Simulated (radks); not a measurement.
Spherical jellium clusters: N electrons in a uniform positive sphere of charge N and radius rs N^(1/3), rs = 4 bohr. Calculated with a radial shooting solver with Libxc functionals: non-relativistic Kohn-Sham, PBEsol, spin-polarised, spherical densities. Levels are named by radial order and angular momentum (1s, 1p, 1d, 2s, ...), and open shells are averaged over m.

N = 2, configuration 1s2. This is the lowest configuration that the search found. Occupied and some empty levels:

level,occupation,eigenvalue (eV),<r> (bohr)
1s,2,-3.1690,4.116
1p,0,-1.1615,6.023

Energy (eV): total -3.35037, kinetic 3.0779, external -24.711, Hartree 11.945, exchange-correlation -6.6203, background 12.959.
